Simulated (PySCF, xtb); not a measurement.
SiH₂FCl, SMILES F[SiH2]Cl.

GFN2-xTB in xtb at its own geometry gives an orbital gap of 6.28 eV and a dipole moment of 1.82 D.

Geometry optimised at B3LYP-D3(BJ)/def2-TZVP.

Q: What does ωB97X/def2-TZVPD in PySCF give? (The exact figures need the calculation; the answer reports its results.)

A: gap 13.44 eV (levels -11.75 and 1.69 eV), dipole 1.44 D.
